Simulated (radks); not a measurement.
Question: Numerical settings for neutral arsenic, [Ar] 3d10 4s2 4p3. Calculated with a radial shooting solver on a logarithmic mesh with Libxc functionals: scalar-relativistic Kohn-Sham, PBEsol, spin-unpolarised, spherical densities, point nucleus. The defaults (mesh step 0.008 in ln r, mesh end at 40 bohr or more with all orbitals vanishing there, Anderson mixing 0.5 over 9 steps, residual threshold near 1e-9 with the energy settled to 1e-9 hartree or 1e-11 of itself, here a cap of 89 iterations) give E = -2259.2067 hartree and 4p at -5.197 eV in 14 iterations. Run on one thread of a shared host, so times are rough (Intel(R) Xeon(R) 6975P-C): 0.08 s of CPU time, 0.08 s wall, 14 iterations on 2669 mesh points. One setting is changed at a time: mesh step in ln r 0.02; mesh step in ln r 0.03; mesh step in ln r 0.005; mesh end (bohr) 20; mesh end (bohr) 2; residual threshold 0.001; residual threshold 0.01; mixing 0.2; linear mixing, mixing 0.5; linear mixing, mixing 0.2; mixing history 3; iteration cap 2. Which runs fail to converge, and which converge to a wrong energy?

Answer: Not converged within the cap: iteration cap 2. Settled on a wrong energy, with an occupied level pushed above zero by the early mesh end: mesh end (bohr) 2 (+9.36 hartree). Apart from these: no run marked as converged misses the energy by more than 1 mhartree.
